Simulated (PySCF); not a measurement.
H4InP, SMILES [PH2][InH2]. The structure is a stationary point at B3LYP-D3(BJ)/def2-TZVP. The def2 effective core potentials stand for the cores of In; spin–orbit coupling is left out.

Computed equilibrium geometry at B3LYP-D3(BJ)/def2-TZVP (PySCF confirms it by a frequency run) as a Z-matrix, and its point group:
point group Cs.
```
In
H 1 1.7315
H 1 1.7315 2 121.99
P 1 2.5172 2 118.91 3 174.96
H 4 1.4186 1 94.46 2 44.93
H 4 1.4186 5 94.65 1 -94.85
```
Charge 0, spin multiplicity 1.
